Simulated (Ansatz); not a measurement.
BeBr2⁺, relaxed as a doublet with UKS PBE0-D4/def2-TZVP in Ansatz, starting from the PBE0-D4/def2-TZVP geometry of the neutral singlet. Force threshold 0.02 eV/Å.

The relaxation made no stability test and no search for a lower SCF solution.

Start:

```xyz
3

Be    0.000    0.000    0.000
Br   -0.990    1.500   -0.762
Br    0.990   -1.500    0.762
```

**Question.** Estimate the energy that the relaxation releases and the steps that it takes.

**Answer.** 0.3 kcal/mol, in 3 steps; 5 s on 4 threads of Arm Neoverse V1 on a shared host. No frequencies were taken in this run, so the end may be a saddle point.

**Question.** Does the start keep its bonding and symmetry?

**Answer.** By distances, no bond broke or formed. The bond that changes most is Be1–Br3, from 1.95 to 1.98 Å (atoms count from 1). Point group D∞h at the start, D∞h at the end, both within 0.05 Å.

**Question.** Predict the relaxed structure.

**Answer.** 
Cartesian coordinates in Å:
```
Be -0.0001 0.0000 0.0002
Br -1.0045 1.5226 -0.7732
Br 1.0046 -1.5226 0.7730
```
Bond lengths: 2 × Be–Br 1.98 Å.
